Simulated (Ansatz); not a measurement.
W₂O₅⁻, relaxed as a doublet with UKS PBE-D4/def2-SVPD in Ansatz, starting from the GFN1-xTB geometry. Force threshold 0.02 eV/Å.

In the def2 sets W takes a core potential; there is no spin–orbit coupling. The relaxation made no stability test and no search for a lower SCF solution. No other spin state of charge -1 was run. Another isomer (doublet) lies 0.32 eV lower at PBE0-D4/def2-TZVPD; other spin states weren't run for this one.

Start:

Cartesian coordinates in Å:
```
W -0.9432 0.2169 -0.5734
W 1.3852 -0.3183 0.8416
O -0.3462 0.6286 1.0790
O 0.5794 -0.6806 -0.9384
O 2.8187 -0.6498 1.7155
O -1.1650 1.5939 -1.5687
O -2.3288 -0.7906 -0.5556
```

Problem. Estimate the energy that the relaxation releases and the steps that it takes.

Solution. 23.7 kcal/mol, in 30 steps; 2.6 min on 4 threads of Arm Neoverse V2 on a shared host. The force fell under the threshold at step 9, but the optimiser went on and released 0.046 eV more. No frequencies were taken in this run, so the end may be a saddle point.

Problem. Does the start keep its bonding and symmetry?

Solution. By distances, no bond broke or formed. The bond that changes most is W1–O4, from 1.80 to 2.08 Å (atoms count from 1). Point group C2v at the start, Cs at the end, both within 0.05 Å.

Problem. Predict the relaxed structure.

Solution. 
Cartesian coordinates in Å:
```
W -0.940 0.193 -0.557
W 1.479 -0.012 0.688
O -0.023 1.020 1.121
O 0.988 -0.401 -1.077
O 2.129 -1.222 1.769
O -1.483 1.469 -1.632
O -2.150 -1.047 -0.312
```
Bond lengths (bridged metal pairs left out): 7 × O–W 1.75 to 2.08 Å.
